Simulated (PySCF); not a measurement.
**`COc1pc(C#N)cs1`, C5H4NOPS**

Molfile (atoms numbered from 1):
```
C5H4NOPS
     RDKit          3D

 13 13  0  0  0  0  0  0  0  0999 V2000
    2.7269    0.0719    0.0141 C   0  0  0  0  0  0  0  0  0  0  0  0
    1.7670   -0.9209    0.2875 O   0  0  0  0  0  0  0  0  0  0  0  0
    0.4929   -0.5760    0.0370 C   0  0  0  0  0  0  0  0  0  0  0  0
   -0.0666    0.9361   -0.5748 P   0  0  0  0  0  0  0  0  0  0  0  0
   -1.7651    0.3815   -0.5317 C   0  0  0  0  0  0  0  0  0  0  0  0
   -2.8016    1.2368   -0.9458 C   0  0  0  0  0  0  0  0  0  0  0  0
   -3.6335    1.9493   -1.2858 N   0  0  0  0  0  0  0  0  0  0  0  0
   -2.0129   -0.8825   -0.0892 C   0  0  0  0  0  0  0  0  0  0  0  0
   -0.6639   -1.8241    0.3878 S   0  0  0  0  0  0  0  0  0  0  0  0
    3.6927   -0.3565    0.2725 H   0  0  0  0  0  0  0  0  0  0  0  0
    2.7074    0.3487   -1.0457 H   0  0  0  0  0  0  0  0  0  0  0  0
    2.5394    0.9687    0.6146 H   0  0  0  0  0  0  0  0  0  0  0  0
   -2.9872   -1.3324   -0.0196 H   0  0  0  0  0  0  0  0  0  0  0  0
  1  2  1  0
  2  3  1  0
  3  4  2  0
  4  5  1  0
  5  6  1  0
  6  7  3  0
  5  8  2  0
  8  9  1  0
  9  3  1  0
  1 10  1  0
  1 11  1  0
  1 12  1  0
  8 13  1  0
M  END
```

Computed, not measured: PySCF 2.14.0, GIAO LDA/6-31G* magnetisability, rotational g tensor and spin-rotation constants, non-relativistic, gas phase. Geometry: GFN2-xTB.

(1) How diamagnetic is it, and how anisotropic?

(2) Split it along the inertial axes a, b, c into diamagnetic and paramagnetic parts about the centre of mass, with the quadrupole moment.

(3) And the rotational g tensor?

## Answers

(1) Isotropic -1418 × 10⁻³⁰ J/T², or -85.4 × 10⁻⁶ cm³/mol; principal values -1831, -1230, -1192 × 10⁻³⁰ J/T², anisotropy 620 × 10⁻³⁰ J/T² (root of half the summed squared differences of the principal values). The susceptibility is in cgs units.

(2) 
```tsv
axis	χ (10⁻⁶ cm³/mol)	diamagnetic (10⁻⁶ cm³/mol)	paramagnetic (10⁻⁶ cm³/mol)	summed x² of all electrons (Å²)	quadrupole Θ (D Å)
a	-71.8	-590.5	518.7	325.5	-10.79
b	-74.1	-1446.3	1372.2	123.8	+9.26
c	-110.2	-1906.3	1796.1	15.4	+1.53
```
Anisotropies 2χaa − χbb − χcc = +40.8 and 2χbb − χaa − χcc = +33.8 × 10⁻⁶ cm³/mol. Θ is traceless in Buckingham's convention.

(3) 
| axis | rotational constant (GHz) | g | nuclear part | electronic part |
| --- | --- | --- | --- | --- |
| a | 2.3968 | -0.0458 | 0.5383 | -0.5840 |
| b | 0.8570 | -0.0202 | 0.5323 | -0.5525 |
| c | 0.6338 | -0.0028 | 0.5320 | -0.5348 |

Asymmetric top; isotopes 12C, 1H, 14N, 16O, 31P, 32S; no vibrational averaging.
